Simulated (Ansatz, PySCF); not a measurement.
Species: methylborane, CH5B, charge 0, multiplicity 1. SMILES: BC
Geometry from a B3LYP-D3(BJ)/def2-TZVP (Ansatz, a quantum-chemistry and plane-wave program) optimisation:
```
C
H 1 1.0911
H 1 1.0911 2 110.17
H 1 1.1043 2 105.74 3 113.82
B 1 1.5512 2 115.05 4 114.15
H 5 1.1943 1 120.91 2 -26.93
H 5 1.1943 6 118.10 1 176.57
```

Wanted: vertical ionisation energy (to the doublet state of charge +1; each state is the SCF solution reached for its spin), in eV. Cores are frozen in the correlated levels unless marked. Open shells are spin-unrestricted. No spin-orbit coupling. No relativistic terms. 

```
level                program  vertical ionisation energy (eV)
-------------------  -------  -------------------------------
HF/aug-cc-pVDZ        Ansatz                            11.49
HF/def2-SVPD          Ansatz                            11.55
HF/aug-cc-pVTZ        Ansatz                            11.50
HF/def2-QZVPPD        Ansatz                            11.28
PBE/def2-TZVPD        Ansatz                            11.34
r2SCAN/def2-TZVPD     Ansatz                            11.49
B3LYP/def2-TZVPD      Ansatz                            11.72
PBE0/def2-TZVPD       Ansatz                            11.67
BHLYP/def2-TZVPD      Ansatz                            11.92
wB97M-V/def2-TZVPD    Ansatz                            11.89
wB97X-V/def2-TZVPD    Ansatz                            11.93
B2PLYP/def2-TZVPD     Ansatz                            11.83
MP2/def2-TZVPPD       Ansatz                            12.18
SCS-MP2/aug-cc-pVTZ   Ansatz                            12.29
SCS-MP2/def2-TZVPPD   Ansatz                            12.28
CCSD/aug-cc-pVTZ      Ansatz                            12.16
CCSD/def2-TZVPPD      Ansatz                            12.15
CCSD(T)/def2-SVPD     Ansatz                            12.05
CCSD(T)/aug-cc-pVTZ   Ansatz                            12.12
CCSD(T)/def2-TZVPPD   Ansatz                            12.11
```

For comparison, minus the highest occupied orbital energy (PySCF): 7.88 eV at M06-L/def2-TZVPD, 8.40 eV at TPSSh/def2-TZVPD, 7.86 eV at TPSS/def2-TZVPD.
